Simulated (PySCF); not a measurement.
# Unknown compound

Molecular formula: C$_{7}$H$_{7}$FO. Simulated spectra:

¹H NMR (400 MHz, computed): δ 8.06 (m, 1H), 7.55 (m, 1H), 7.51 (m, 1H), 7.31 (m, 1H), 5.19 (s, 2H), 0.25 (br s, 1H).

¹³C{¹H} NMR (computed): δ 169.0 (C), 136.5 (C), 133.9 (CH), 131.8 (CH), 129.6 (CH), 120.9 (CH), 63.3 (CH2).

[PySCF: shieldings: GIAO PBE0/pcSseg-1; structure optimised with GFN2-xTB; no solvent; non-relativistic Hamiltonian; rapidly exchanging positions averaged; a single conformation]

Chemical shifts δ = σref − σ; TMS for ¹H (σref 31.72), ¹³C (σref 186.93), all at this level.

Task: Choose the structure that fits.
A. CO[C@]12C=C[C@]3(F)[C@H]1[C@@H]32
B. C=C(C)c1ccc(F)o1
C. CO[C@@]12C=C[C@@H]1C=C2F
D. O=CC1=CCC(F)=CC1
E. C[C@@]12C=C[C@@H](O1)C(F)=C2
F. OCc1ccccc1F

Result: F. 

- Rings plus π bonds: 4 (1 ring in the answer).
- 7 carbon signals for 7 carbons: no two carbons are equivalent.
- Carbon types of the structure: 2 × C, 4 × CH, 1 × CH2, leaving 1 H on heteroatoms.
- δC 169.0: aromatic carbon bearing fluorine; the electronegative substituent deshields the carbon that carries it.
- δC 136.5: substituted aromatic carbon.
- δC 133.9, 131.8, 129.6, 120.9: aromatic CH.
- δC 63.3: sp3 CH2 bonded to O, on an aromatic ring; the inductive effect lowers its shielding.
- δH 8.06, 7.55, 7.51, 7.31: hydrogen on an aromatic CH; the ring current deshields protons in the ring plane.

The others: C[C@@]12C=C[C@@H](O1)C(F)=C2 has carbons computed at 201.4, 162.1, 154.7, 122.9, 93.2, 84.8, 19.2, with a different DEPT pattern; C=C(C)c1ccc(F)o1 has carbons computed at 168.2, 150.8, 139.4, 115.6, 114.3, 91.2, 21.1, with a different DEPT pattern; CO[C@@]12C=C[C@@H]1C=C2F has carbons computed at 179.4, 159.2, 150.0, 122.3, 97.2, 57.8, 48.1, with a different DEPT pattern; CO[C@]12C=C[C@]3(F)[C@H]1[C@@H]32 would give 6 carbon signals, not 7; O=CC1=CCC(F)=CC1 has carbons computed at 196.1, 165.1, 151.8, 145.3, 107.6, 32.6, 27.6, with a different DEPT pattern.

Exchangeable OH/NH protons stand at their gas-phase positions; hydrogen bonding in a real sample shifts them, mostly to higher δ. Splittings by ¹⁹F in the carbon and heteronuclear signals aren't shown, as no couplings were computed. Shifts are as computed. Against solution values, carbons near 30 ppm lie about +3 ppm off and those near 130 ppm about +5 ppm (rms about the fit 2.1 ppm; single classes can miss by 10 ppm). Of 1328 compounds with measured shifts, 309 miss one by over three times the rms of a fit or turn the order of signals round; such compounds aren't used in these exercises. Signals without a measured value on file couldn't be tested in this way; 1H shifts scatter by 0.2 ppm about their fit, and single ones miss by 0.5 ppm. No couplings were computed; multiplicities are counted from neighbouring protons, with m where these are inequivalent, close in shift, in a saturated or five-membered ring or joined by F or P, and br s for small geminal =CH2 splittings.
